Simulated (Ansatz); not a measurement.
A run for Ansatz (a quantum-chemistry and plane-wave program): R-PBE/cc-pVTZ on GeH2 (SMILES [GeH2]), a point of a bond scan (R = 1.599 Å).

Ansatz 0.2 input:
```yaml
crystal:
  periodic: [false, false, false]
  atoms:
    - {symbol: Ge, position_ang: [0.00662121, -0.00051204, 0.06580777]}
    - {symbol: H, position_ang: [-0.12324177, -1.12902996, -1.06003192]}
    - {symbol: H, position_ang: [-0.08863693, 1.14541518, -1.04581664]}
basis:
  gaussian:
    orbitals: cc-pVTZ
    pivot_positions_ang: [[0.00662121, -0.00051204, 0.06580777], [-0.12324177, -1.12902996, -1.06003192], [-0.08863693, 1.14541518, -1.04581664]]
hamiltonian:
  xc: {name: PBE}
scf: {lower_state_search: off}
output: {orbitals: {seedname: ./end}}
```

Q: Give the final energy of this run.

A: -2077.8602 hartree.
